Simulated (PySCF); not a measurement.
Ruthenium: a sound run and one with changed settings

Sound run: Ru [Kr] 4d7 5s1, Ru+ [Kr] 4d7. All numbers are calculated (PySCF 2.14, the spin-free X2C one-electron Hamiltonian (Gaussian nucleus), in x2c-TZVPall (8s6p6d1f, 63 functions)). In the sound run the correlated levels freeze [Kr]. The sound run starts from symmetry-adapted Hartree-Fock orbitals and uses a fine grid where one is needed.

Changed run: the non-relativistic Hamiltonian (point nucleus). This setting is unsound on purpose.

```tsv
species	method	sound run (hartree)	changed run (hartree)	converged
Ru	UHF	-4527.98760	-4385.37696	yes
Ru	M06-L	-4530.19780	-4387.70481	yes
Ru	PBE	-4529.92409	-4387.52918	yes
Ru	MP2	-4528.13028	-4385.51478	yes
Ru+	UHF	-4527.75618	-4385.16510	yes
Ru+	M06-L	-4529.93579	-4387.46827	yes
Ru+	PBE	-4529.63932	-4387.26785	yes
Ru+	MP2	-4527.87671	-4385.28354	yes
```

Ionisation energy of Ru:

```json
{"method": "UHF", "sound run (eV)": "6.297", "changed run (eV)": "5.765"}
{"method": "M06-L", "sound run (eV)": "7.130", "changed run (eV)": "6.437"}
{"method": "PBE", "sound run (eV)": "7.749", "changed run (eV)": "7.111"}
{"method": "MP2", "sound run (eV)": "6.900", "changed run (eV)": "6.292"}
{"method": "SCS-MP2", "sound run (eV)": "6.709", "changed run (eV)": "6.121"}
```

Most of the change in total energy is the relativistic energy itself. On top of that the contraction fixes the core shape for the Hamiltonian it was made with, so the changed run is not a good calculation with the other Hamiltonian either.

For comparison, NIST gives 7.361 eV between the lowest levels.
